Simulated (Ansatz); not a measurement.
Gas-phase electronic energies from Ansatz, PBE0-D4/def2-TZVP geometries. CCSD(T)/CBS adds triple-zeta CCSD(T) − MP2 to the extrapolated MP2 energy (def2 sets, frozen cores). Functionals use def2-TZVPP. B3LYP here is the variant with VWN-RPA as its local correlation; programs differ in this. Elements past krypton have def2 core potentials. For Ge, Sb outer-core shells are correlated without core-valence functions, which leaves a few kJ/mol of doubt a bond. Scalar relativity is left out up to krypton. One conformer a species, not always the lowest.

`[OH][SbH][CH2][SiH3]` + `O[CH2][GeH3]` → `[OH][SbH][OH]` + `[SiH3]C[CH2][GeH3]`  (redistribution)

`[OH][SbH][CH2][SiH3]`:

Z-matrix (Å, degrees):
```
C
Sb 1 2.154
Si 1 1.875 2 113.8
H 1 1.093 2 108.4 3 122.8
H 1 1.094 2 107.3 3 -121.3
O 2 1.979 1 95.0 3 -13.7
H 2 1.714 1 92.5 3 79.1
H 3 1.484 1 111.3 2 69.9
H 3 1.484 1 111.1 2 -53.2
H 3 1.492 1 108.6 2 -171.9
H 6 0.960 2 110.9 1 -123.0
```

`O[CH2][GeH3]`:

```xyz
9

O    -0.649    0.426    1.487
C    -0.161   -0.525    0.560
Ge    0.377    0.436   -1.071
H    -0.916   -0.033    2.288
H    -0.924   -1.267    0.292
H     0.710   -1.068    0.948
H    -0.833    1.163   -1.676
H     0.917   -0.586   -2.088
H     1.479    1.454   -0.741
```

`[OH][SbH][OH]`:

Cartesian coordinates in Å:
```
O -1.236 0.774 -0.509
Sb -0.083 -0.020 0.865
O 1.306 -0.767 -0.302
H -1.128 1.727 -0.553
H -0.963 -1.482 0.790
H 2.103 -0.232 -0.290
```

`[SiH3]C[CH2][GeH3]`:

```xyz
14

Si    0.408   -1.956   -1.163
C     0.656   -0.383   -0.166
C    -0.658    0.338    0.134
Ge   -0.409    1.980    1.180
H    -0.252   -1.638   -2.459
H     1.704   -2.633   -1.441
H    -0.470   -2.898   -0.414
H     1.339    0.272   -0.721
H     1.177   -0.642    0.762
H    -1.340   -0.312    0.691
H    -1.176    0.606   -0.792
H     0.507    2.949    0.408
H     0.266    1.639    2.522
H    -1.752    2.678    1.459
```

| level | ΔE (kJ/mol) | difference from CCSD(T)/CBS |
| --- | --- | --- |
| PBE-D4 | -86.6 | 2.1 |
| r2SCAN-D4 | -89.3 | -0.6 |
| B3LYP-D4 | -85.6 | 3.1 |
| B2PLYP | -89.3 | -0.6 |
| r2SCAN | -89.4 | -0.7 |
| PBE0 | -84.1 | 4.6 |
| MP2/def2-TZVPP | -87.5 | 1.2 |
| CCSD(T)/def2-TZVPP | -82.5 | 6.2 |
| HF/def2-QZVPP | -85.4 | 3.3 |
| CCSD/CBS(def2) | -88.1 | 0.6 |
| CCSD(T)/CBS | -88.7 | 0 |

Largest T1 diagnostic among the species: 0.015.

From PBE to PBE0 (25 % exact exchange), in def2-TZVPP and without D4, ΔE moves by +4.2 kJ/mol. The D4 term adds +3.1 kJ/mol with B3LYP and +1.5 kJ/mol with PBE0; it sums over pairs of atoms, weighted by their polarisabilities, and B3LYP, whose exchange is more repulsive, gets the larger term.
